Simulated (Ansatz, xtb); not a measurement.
Diatomic AsRu, multiplicity 4 (lowest of 2S+1 = 2, 4, 6, 8 at PBE0/def2-TZVPP; our sources give no spin for the ground state, which may be another). No spin–orbit coupling. As is treated without relativity.

Constants: fifth-degree fit in 1/R to seven points, most abundant isotopes. In def2 and cc sets the state is the lowest found near the PBE0 minimum, followed along R.

Run with Ansatz (Gaussian orbitals); xtb for the GFN methods. Values without a source in brackets are computed. In def2 rows elements past Kr take small-core potentials, without spin–orbit coupling. The GFN methods have no spin term and hold the electronic entropy of 300 K.

Question: What bond length and harmonic frequency does GFN1-xTB give?

Answer: r_e = 2.222 Å, ω_e = 391 cm⁻¹.

Question: What bond length and harmonic frequency does GFN2-xTB give?

Answer: r_e = 2.194 Å, ω_e = 374 cm⁻¹.

Question: What bond length and harmonic frequency does SVWN5/def2-TZVPP give?

Answer: r_e = 2.147 Å, ω_e = 390 cm⁻¹.

Ansatz is a quantum-chemistry and plane-wave program.
